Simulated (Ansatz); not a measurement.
Cost and result up the ladder for InH2F (4 atoms). Total charge 0; singlet. Geometry: PBE0-D4/def2-TZVP.

```xyz
4

In   -0.098    0.106   -0.129
H    -1.703    0.339    0.389
H     0.906    0.523   -1.439
F     0.894   -0.967    1.179
```

Ansatz on 4 threads of Arm Neoverse V1 on a shared host. Times are rough, and most runs start from the orbitals of an earlier one. ωB97M-V/def2-TZVP serves as the yardstick here, not as an exact answer. Differences are given only for rows in sets of like size (and for xTB, whose basis is part of the method), since another set adds its own error. Binding counts from free atoms at the same level (In doublet, H doublet, F doublet; other spins of the atoms weren't run), without zero-point energy or a counterpoise term.

In the def2 sets In takes a core potential; there is no spin–orbit coupling. Correlated methods freeze 5 core orbitals; core or outer-core shells of In are correlated, in sets that lack core-valence functions.

Correlated methods converge slowly with the basis.

```csv
level,functions,wall time,binding energy per atom (eV),difference from ωB97M-V/def2-TZVP (eV)
HF/def2-TZVP,93,0.3 s,1.65,-0.74
PBE-D4/def2-SVP,50,0.3 s,2.33,–
LDA (SPW92)/def2-TZVP,93,0.35 s,2.75,0.35
PBE0-D4/def2-SVP,50,0.4 s,2.26,–
MP2/def2-TZVP,93,0.45 s,2.29,-0.11
PBE-D4/def2-TZVP,93,0.5 s,2.37,-0.02
revPBE-D4/def2-TZVP,93,0.5 s,2.30,-0.09
BLYP-D4/def2-TZVP,93,0.6 s,2.35,-0.05
PBE0-D4/def2-TZVP,93,0.7 s,2.31,-0.08
r2SCAN-D4/def2-TZVP (with forces),93,1.2 s,2.39,-0.01
r2SCAN0-D4/def2-TZVP,93,1.3 s,2.32,-0.08
ωB97M-V/def2-TZVP,93,1.8 s,2.40,0.00
CCSD(T)/def2-TZVPP,109,2.2 s,2.34,-0.05
```
